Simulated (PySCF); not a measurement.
Cost of one run: EPR job, `[O]c1ccc(F)cc1` [radical].

Method: UKS B3LYP, pcH-1 on C F H O, non-relativistic, mean-field spin-orbit, GIAO (PySCF 2.14.0). Geometry: GFN2-xTB. Work: unrestricted SCF, g, hyperfine, density and orbital grids written, density fitting. A driver script takes a list of jobs; this job's settings line and coordinates (Å) are shown.

Command:
```bash
OMP_NUM_THREADS=1 python probes_run.py task.json out
```

Input:
```
{"job": {"kind": "epr", "basis": "pcH-1"}, "charge": 0, "multiplicity": 2}
O      2.677184     0.192313    -0.038226
C      1.445925     0.103702    -0.020692
C      0.587689     1.277966    -0.034050
C     -0.772324     1.171499    -0.016348
C     -1.356940    -0.097507     0.014576
F     -2.691095    -0.193315     0.030833
C     -0.596461    -1.269957     0.029608
C      0.764901    -1.181078     0.012784
H      1.073871     2.241218    -0.058222
H     -1.411474     2.041894    -0.025401
H     -1.104284    -2.222610     0.054208
H      1.384205    -2.064812     0.024903
```

Hardware: Arm Neoverse V2, one thread, no GPU (shared host). PySCF's memory limit was set to 1600 MB.

The basis has 240 functions.

**Question.** How long does the run take?

**Answer.** About 55 s. CPU seconds by part: SCF 27, spin–orbit mean field 2.2, g tensor 21, hyperfine 0.1.

**Question.** How much memory does it need at the peak?

**Answer.** About 0.87 GiB. Peak memory is the resident size of the whole Python process, interpreter and libraries included.

**Question.** At this speed, how long would 5000 such jobs take on 32 cores, one job a core?

**Answer.** 5000/32 gives 157 rounds of 55 s, about 2.4 h of wall time and 76 core-hours, if the jobs don't slow each other.

The host was shared with other jobs, so the times are rough.

The run converged: ⟨S²⟩ 0.782; g_iso 2.0060.
